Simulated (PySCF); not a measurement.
CF3NOSi.

```xyz
7

O      0.0000     0.0000     3.3002
C      0.0000     0.0000     2.1344
N      0.0000     0.0000     0.9300
Si     0.0000     0.0000    -0.7458
F     -1.2923    -0.7461    -1.3066
F      0.0000     1.4922    -1.3066
F      1.2923    -0.7461    -1.3066
```

Coordinates come from a r2SCAN-D4/def2-SVP optimisation. Other conformers were not sampled.

Computed with PBE0/pcSseg-1 (PySCF). Non-relativistic, no solvent.

Q: Give the absolute GIAO shielding of each atom: isotropic value and principal components (ppm). (Estimate from the structure and the level; the computed values follow.)

A: 
```csv
atom,σ(iso),σ11,σ22,σ33,span
O1,182.5,77.8,77.8,391.7,313.8
C2,60.2,-49.9,-49.9,280.5,330.4
N3,227.2,167.4,167.4,346.9,179.5
Si4,460.1,458.9,460.7,460.7,1.8
F5,324.8,277.4,288.3,408.8,131.5
F6,324.8,277.4,288.3,408.8,131.5
F7,324.8,277.4,288.3,408.8,131.5
```
